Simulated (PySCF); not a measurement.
## Energy profile

The step: CH₆Ge ([CH3][GeH3]) + NH₃ → CH₇GeN ([CH3][GeH2][NH2]) + H₂; bonds formed: Ge1–N7, H2–H6; bonds broken: Ge1–H2, H6–N7 (atoms numbered as in the saddle structure below).

```json
{"atom": "Ge1", "x (Å)": "-0.7238", "y (Å)": "0.0990", "z (Å)": "0.0065"}
{"atom": "H2", "x (Å)": "0.2927", "y (Å)": "-1.6049", "z (Å)": "-0.6041"}
{"atom": "H3", "x (Å)": "-1.9809", "y (Å)": "-0.7101", "z (Å)": "-0.3352"}
{"atom": "H4", "x (Å)": "-1.2191", "y (Å)": "1.5955", "z (Å)": "0.0202"}
{"atom": "C5", "x (Å)": "0.1896", "y (Å)": "-0.1344", "z (Å)": "1.7102"}
{"atom": "H6", "x (Å)": "0.6327", "y (Å)": "-0.7511", "z (Å)": "-1.3837"}
{"atom": "N7", "x (Å)": "0.4549", "y (Å)": "0.3845", "z (Å)": "-1.5922"}
{"atom": "H8", "x (Å)": "-0.2824", "y (Å)": "0.4807", "z (Å)": "2.4789"}
{"atom": "H9", "x (Å)": "0.1788", "y (Å)": "-1.1855", "z (Å)": "1.9925"}
{"atom": "H10", "x (Å)": "1.2297", "y (Å)": "0.1794", "z (Å)": "1.6014"}
{"atom": "H11", "x (Å)": "-0.0178", "y (Å)": "0.6428", "z (Å)": "-2.4531"}
{"atom": "H12", "x (Å)": "1.2456", "y (Å)": "1.0039", "z (Å)": "-1.4414"}
```

Electronic energies by CCSD(T) at an estimated basis limit (MP2 extrapolated from triple and quadruple zeta, plus CCSD(T) − MP2 in triple zeta), on PBE0-D4/def2-TZVP structures; CH₉GeN, singlet; no counterpoise correction. PySCF 2.14 with density fitting (its default auxiliary sets; JK sets also for MP2 and CCSD(T)); basis: def2-TZVPP and def2-QZVPP; cores frozen in the correlated methods. Filled d shells of the heavier atoms are correlated. The def2 sets are not built for correlating such inner shells, so the correlated values are less sure here. Extrapolation: Hartree–Fock as exp(−7.88 √X), correlation as X^−2.97.

(1) Give the profile in eV, counted from the separated reactants. (Judge from chemistry; the value comes from the calculation.)

No T1 diagnostic of these runs exceeds 0.012.

Results:

(1) By the calculation:
```
                                                                                                                     point      eV
     separated: CH₆Ge (linked as [CH3][GeH3]; Ge1, H2, H3, H4, C5, H8, H9, H10; singlet) + NH₃ (H6, N7, H11, H12; singlet)   0.000
                                                                                                           start structure  -0.098
                                                                                                                    saddle   2.265
                                                                                                             end structure   0.155
separated: CH₇GeN (linked as [CH3][GeH2][NH2]; Ge1, H3, H4, C5, N7, H8, H9, H10, H11, H12; singlet) + H₂ (H2, H6; singlet)   0.194
```

For scale, one of the runs: CCSD(T)/def2-TZVPP, 236 basis functions, launched by `OMP_NUM_THREADS=4 python run.py`. Time: 29 min of wall clock on 4 CPU threads of an Intel Xeon; the host was shared. Peak host memory: 5.1 GiB.
